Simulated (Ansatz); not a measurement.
Isolated molecules relaxed with PBE0-D4/def2-TZVP in Ansatz; ΔE leaves out vibrations. CCSD(T)/CBS is the MP2 limit (def2-TZVPP, def2-QZVPP) plus CCSD(T) − MP2 in def2-TZVPP, frozen cores. This one scheme is used for every species. DFT in def2-TZVPP. def2 core potentials past Kr. For Sn outer-core shells are correlated without core-valence functions, which leaves a few kJ/mol of doubt a bond.

`[F][SnH]([SiH3])[Cl]` + H–F → `[F][SnH]([F])[SiH3]` + HCl  (ligand exchange at the Sn–Cl bond)

```
             level  ΔE (kcal/mol)
           LC-ωPBE            6.2
       HF/def2-SVP            9.0
  CCSD(T)/def2-SVP            6.5
SCS-MP2/def2-QZVPP            8.3
```

Question: What does CCSD(T)/CBS give? (Estimate.)

Answer: Computed: +8.8 kcal/mol. The listed levels differ from it by -2.6, 0.2, -2.3, -0.5 kcal/mol.

Largest T1 diagnostic among the species: 0.014.

The D4 term adds +1.3 kcal/mol with B3LYP and +0.7 kcal/mol with PBE0; it sums over pairs of atoms, weighted by their polarisabilities, and B3LYP, whose exchange is more repulsive, gets the larger term. Leaving LDA and LC-ωPBE aside and taking each functional with its dispersion term where it has one, the values, not all of them listed here, spread over 3.5 kcal/mol, from BLYP-D4 to PBE-QIDH. LDA lies +1.1 kcal/mol from PBE without D4.

B3LYP here is the variant with VWN-RPA as its local correlation; programs differ in this.
